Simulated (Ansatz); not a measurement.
The same path of CH$_{5}$ClMgO$_{2}$ (10 atoms, charge 0, multiplicity 1) was run 3 times with different band settings. Lost on the way: H5–O6. Made: O2–H5.

These are results of Ansatz 0.2.0, UKS B3LYP-D4/6-31G*, not measurements.

Relaxed end points:

```xyz
10
Properties=species:S:1:pos:R:3
Mg -1.168 0.136 0.928
O 0.113 -0.026 -0.387
C 0.401 -0.041 -1.753
Cl -3.231 0.080 1.738
H 0.995 0.104 1.172
O 0.549 0.267 2.054
H 1.089 -0.864 -2.005
H 0.882 0.898 -2.076
H -0.503 -0.174 -2.370
H 0.874 -0.380 2.698
```

```xyz
10
Properties=species:S:1:pos:R:3
Mg -1.017 0.020 1.286
O 0.157 -0.558 -0.296
C 0.358 -0.026 -1.612
Cl -3.217 0.294 1.133
H 0.936 -0.406 0.297
O 0.640 0.129 2.071
H 1.141 -0.590 -2.129
H 0.630 1.035 -1.573
H -0.585 -0.140 -2.149
H 0.957 0.241 2.972
```

Common settings: movable images 5; start path through a guess of the saddle point; force threshold 0.05 eV/Å; end points relaxed.

| run | climbing image | spring | optimiser | iteration limit |
| --- | --- | --- | --- | --- |
| 1 | yes | 5.0 eV/Å² | quadratic models (default) | 59 |
| 2 | yes | 2.0 to 10.0 eV/Å², energy-weighted | quadratic models (default) | 60 |
| 3 | from the first iteration | 5.0 eV/Å² | lbfgs | 60 |

Q: What does each run give, and how far can it be trusted?

A: Run 1: converged after 10 iterations, highest image 0.171 eV above the first end. A vibrational analysis at the climbing image gives one clearly imaginary mode, 898i cm⁻¹: a first-order saddle point.
Run 2: converged after 11 iterations, highest image 0.171 eV above the first end. Another band between the same ends (5 images) ends at a top of the same energy, where a vibrational analysis finds 1 clearly imaginary mode.
Run 3: converged after 49 iterations, highest image 0.189 eV above the first end. The order of the stationary point at the top wasn't checked.
The orbitals stay closed-shell, which can raise the energy where a bond breaks towards radicals; this wasn't checked here.
